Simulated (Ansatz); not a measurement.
Consider the cleavage of the Ge–Al bond: `[AlH2][GeH3]` + `O[AsH2]` → `O[AsH][GeH3]` + `[AlH3]`.

Isolated molecules relaxed with PBE0-D4/def2-TZVP in Ansatz; ΔE leaves out vibrations. CCSD(T)/CBS adds triple-zeta CCSD(T) − MP2 to the extrapolated MP2 energy (def2 sets, frozen cores). This one scheme is used for every species. DFT in def2-TZVPP. B3LYP here is the variant with VWN-RPA as its local correlation; programs differ in this. For As, Ge outer-core shells are correlated without core-valence functions, which leaves a few kJ/mol of doubt a bond. Scalar relativity is left out up to krypton. Each species was taken in one conformer, which may not be the lowest.

`[AlH2][GeH3]`:

Cartesian coordinates in Å:
```
Al 1.382 -0.323 -0.223
Ge -1.007 0.209 0.158
H 2.003 -0.213 -1.680
H 2.312 -0.751 0.990
H -1.613 -0.547 1.357
H -1.179 1.713 0.463
H -1.897 -0.088 -1.064
```

`O[AsH2]`:

Cartesian coordinates in Å:
```
O -1.088 -0.168 0.147
As 0.703 -0.024 0.277
H -1.417 -0.498 0.987
H 1.010 -0.679 -1.069
H 0.793 1.370 -0.342
```

`O[AsH][GeH3]`:

Cartesian coordinates in Å:
```
O 0.543 1.701 0.839
As -0.978 0.896 0.272
Ge 0.143 -1.042 -0.679
H 0.454 2.643 0.669
H -1.261 0.146 1.576
H -0.902 -2.150 -0.905
H 1.248 -1.549 0.259
H 0.754 -0.645 -2.032
```

`[AlH3]`:

Z-matrix (Å, degrees):
```
Al
H 1 1.586
H 1 1.586 2 120.0
H 1 1.586 2 120.0 3 -179.9
```

(1) Is it downhill or uphill in electronic energy at CCSD(T)/CBS, and by how much? (An estimate is asked.)

(2) What do these levels give: LDA (SPW92), revPBE-D4, B3LYP-D4, BLYP, PBE0, CCSD/def2-SVP, CCSD(T)/def2-SVP, MP2/def2-TZVPP, HF/def2-QZVPP, MP2/def2-QZVPP, SCS-MP2/def2-QZVPP, HF/CBS(def2)? (Best estimate.)

Largest T1 diagnostic among the species: 0.012.

Results:

(1) Computed: Nearly level: ΔE = -1.8 kJ/mol.

(2) Ansatz gave: LDA (SPW92) 2.6, revPBE-D4 -4.6, B3LYP-D4 -7.1, BLYP -3.0, PBE0 1.5, CCSD/def2-SVP 1.5, CCSD(T)/def2-SVP 0.7, MP2/def2-TZVPP -8.2, HF/def2-QZVPP -3.7, MP2/def2-QZVPP -7.9, SCS-MP2/def2-QZVPP -6.6, HF/CBS(def2) -3.7 kJ/mol.

The D4 term adds −4.5 kJ/mol with B3LYP and −2.4 kJ/mol with PBE0; it sums over pairs of atoms, weighted by their polarisabilities, and B3LYP, whose exchange is more repulsive, gets the larger term. Leaving LDA and LC-ωPBE aside and taking each functional with its dispersion term where it has one, the values, not all of them listed here, spread over 8.2 kJ/mol, from B97M-V to HSE06-D4.
